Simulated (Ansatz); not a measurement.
## What each rung costs, and what it gives

Saddle point of GaNH4Cl2, singlet (GaHCl₂ ([Cl][GaH][Cl]) + NH₃ → GaNH₂Cl₂ ([NH2][Ga]([Cl])[Cl]) + H₂; bonds formed: H2–H5; dative contacts that become bonds: Ga1–N6; bonds broken: Ga1–H2, H5–N6), PBE0-D4/def2-TZVP structure:

```
8
angstrom
Ga -0.1434 -0.8398 -0.0758
H -1.6141 0.2520 0.1511
Cl -0.2214 -1.6862 -2.0341
Cl 0.0645 -2.0685 1.6575
H -0.8353 0.8586 0.1536
N 0.5933 0.9464 0.0520
H 1.0146 1.3538 -0.7737
H 1.1418 1.1837 0.8694
```

Barriers are electronic and count from the start structure reached by relaxing down the imaginary mode.

Ansatz 0.2.0; basis: as named in each row; cores frozen in the correlated methods. Filled d shells of the heavier atoms are correlated. The def2 sets are not built for correlating such inner shells, so the correlated values are less sure here. B3LYP uses VWN-RPA correlation. Extrapolation: Hartree–Fock as exp(−7.88 √X), correlation as X^−2.97.

Times are rough, for one single point on 4 threads of a shared host (AMD EPYC).

The estimate by CCSD(T) at an estimated basis limit (MP2 extrapolated from triple and quadruple zeta, plus CCSD(T) − MP2 in triple zeta) is 204.6 kJ/mol.

```tsv
method	basis	time (s)	barrier (kJ/mol)	method less estimate
HF	STO-3G	under 1	356.6	152.1
SPW92	def2-SVP	1	167.4	-37.2
PBE-D4	STO-3G	2	220.9	16.3
PBE-D4	def2-SVP	2	177.9	-26.6
B3LYP-D4	6-31G	2	221.3	16.8
PBE0-D4	def2-SVP	3	196.7	-7.8
SPW92	def2-TZVPP	3	167.4	-37.2
BLYP-D4	def2-TZVPP	4	184.5	-20.1
PBE-D4	def2-TZVPP	4	176.6	-27.9
B3LYP-D4	def2-TZVPP	6	197.1	-7.5
BHLYP-D4	def2-TZVPP	7	215.8	11.3
PBE0-D4	def2-TZVPP	8	192.9	-11.7
r2SCAN-D4	def2-TZVPP	8	187.3	-17.2
CAM-B3LYP-D4	def2-TZVPP	8	203.5	-1.0
wB97M-V	def2-SVP	8	206.3	1.7
RPA on PBE	def2-TZVPP	10	199.1	-5.5
CCSD(T)	def2-SVP	11	209.0	4.4
r2SCAN0-D4	def2-TZVPP	11	199.1	-5.4
B2PLYP	def2-TZVPP	12	199.4	-5.1
PBE-QIDH	def2-TZVPP	12	202.2	-2.3
B97M-V	def2-TZVPP	15	199.1	-5.4
wB97X-V	def2-TZVPP	15	205.2	0.6
wB97M-V	def2-TZVPP	17	204.8	0.2
MP2	def2-QZVPP	42	200.1	-4.5
CCSD(T)	def2-TZVPP	210	202.9	-1.7
```

All methods are single points on the PBE0-D4 structures.

T1 diagnostic: at most 0.012.

The step is the kind of exchange with an N–H group that builds nitride films in atomic layer and chemical vapour deposition.

Labels in which every atom is bracketed show which atoms are joined, not bond orders.
